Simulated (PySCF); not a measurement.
beryllium atom (Be), singlet. Base run: PBE/aug-cc-pVDZ in PySCF.

The PySCF input:
```python
from pyscf import gto, scf, dft, solvent

mol = gto.M(
    atom='''
Be    0.000000    0.000000    0.000000
''',
    basis='aug-cc-pvdz',
    charge=0,
    spin=0,
    verbose=4,
)

mf = dft.RKS(mol)
mf.xc = 'pbe'
mf.kernel()
```

Variants of this job, named by their change:

| change | ΔE vs base (kcal/mol) | HOMO-LUMO gap (eV) |
|---|---|---|
| base | 0.000 | 3.62 |
| model = IEF-PCM; solvent = toluene; vdw_scale = 1.1 | -0.70 | 3.59 |
| model = IEF-PCM; solvent = toluene; vdw_scale = 1.4 | -0.063 | 3.62 |
| model = IEF-PCM; solvent = methanol | -0.533 | 3.60 |
| model = IEF-PCM; solvent = toluene; lebedev_order = 41 | -0.312 | 3.61 |
| model = IEF-PCM; solvent = toluene; vdw_scale = 1.0 | -1.57 | 3.57 |
| model = ddCOSMO; solvent = toluene | -1.73 | 3.57 |
| model = IEF-PCM; solvent = toluene | -0.314 | 3.61 |
| model = SS(V)PE; solvent = toluene | -0.314 | 3.61 |
| model = IEF-PCM; solvent = acetonitrile | -0.534 | 3.60 |
| model = COSMO; solvent = toluene | -0.259 | 3.61 |
| model = IEF-PCM; solvent = dimethylsulfoxide | -0.538 | 3.60 |

The base is the gas phase, so ΔE is the electrostatic part of solvation at a fixed geometry, without cavity and dispersion terms.
